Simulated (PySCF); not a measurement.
## Relaxation of singlet BrHfN

These are results of PBE0/[Hf def2-TZVP with ECP60, N def2-TZVP, Br def2-TZVP], scalar-relativistic core potentials, density fitting, no spin–orbit coupling, PySCF, not measurements. A (50,194) grid was used.

A start displaced from a saddle point along its imaginary mode, of Cs symmetry, held to at least that symmetry:

```xyz
3
charge 0 multiplicity 1, angstrom
Hf    0.0054   -0.0316   -0.6766
N    -0.0423    0.2464   -2.3828
Br   -0.0048    0.0282    1.9657
```

At each step, columns x, y, z (Å) and Fx, Fy, Fz (eV/Å):

```
step 0  E − E(last) = 63.81 kJ/mol
Hf   0.005  -0.032  -0.677   0.027  -0.125  -1.081
N   -0.042   0.246  -2.383  -0.005   0.000   1.158
Br  -0.005   0.028   1.966  -0.022   0.126  -0.077
step 1  E − E(last) = 60.74 kJ/mol
Hf   0.011  -0.063  -0.686   0.078  -0.418   0.132
N   -0.045   0.264  -2.357  -0.051   0.261  -0.108
Br  -0.007   0.042   1.950  -0.027   0.158  -0.025
step 2  E − E(last) = 53.44 kJ/mol
Hf   0.028  -0.161  -0.699   0.128  -0.772   0.613
N   -0.055   0.322  -2.321  -0.087   0.545  -0.538
Br  -0.014   0.082   1.926  -0.041   0.227  -0.075
step 3  E − E(last) = 38.40 kJ/mol
Hf   0.052  -0.302  -0.714   0.088  -0.504  -0.128
N   -0.070   0.406  -2.272  -0.044   0.272   0.488
Br  -0.024   0.140   1.892  -0.044   0.232  -0.360
step 4  E − E(last) = 26.54 kJ/mol
Hf   0.078  -0.456  -0.731  -0.124   0.683  -1.223
N   -0.085   0.496  -2.203   0.134  -0.784   1.993
Br  -0.035   0.204   1.840  -0.009   0.101  -0.770
step 5  E − E(last) = 18.07 kJ/mol
Hf   0.093  -0.539  -0.735  -0.219   1.175  -1.384
N   -0.093   0.543  -2.128   0.206  -1.201   2.103
Br  -0.041   0.240   1.769   0.013   0.026  -0.719
step 6  E − E(last) = 3.50 kJ/mol
Hf   0.101  -0.589  -0.727   0.001  -0.131  -0.828
N   -0.097   0.566  -2.002   0.028  -0.155   0.552
Br  -0.046   0.266   1.636  -0.029   0.285   0.276
step 7  E − E(last) = 1.40 kJ/mol
Hf   0.112  -0.653  -0.741  -0.112   0.546  -0.895
N   -0.103   0.599  -1.935   0.114  -0.662   0.702
Br  -0.051   0.297   1.583  -0.002   0.117   0.193
step 8  E − E(last) = 0.11 kJ/mol
Hf   0.112  -0.651  -0.752  -0.019  -0.005  -0.213
N   -0.102   0.594  -1.925   0.011  -0.063   0.104
Br  -0.052   0.300   1.583   0.008   0.068   0.109
step 9  E − E(last) = 0.00 kJ/mol
Hf   0.113  -0.657  -0.758  -0.019  -0.011  -0.009
N   -0.102   0.596  -1.918  -0.001   0.006  -0.002
Br  -0.052   0.305   1.583   0.019   0.005   0.011
step 10  E − E(last) = 0.00 kJ/mol
Hf   0.113  -0.657  -0.758  -0.020  -0.004  -0.001
N   -0.102   0.596  -1.919   0.000   0.003   0.000
Br  -0.052   0.305   1.583   0.020   0.001   0.001
```

It ends at Cs with Hf–Br 2.537 Å, Hf–N 1.721 Å; Br–Hf–N 109.7°. A frequency run shows a minimum. Other isomers or separated fragments may lie lower.

With an element this heavy the missing spin–orbit coupling can shift these numbers.

The relaxation took 18 s on 4 threads of a shared Arm Neoverse V2 host, with 119 basis functions and 11 gradients; the process peaked at 1.1 GiB.
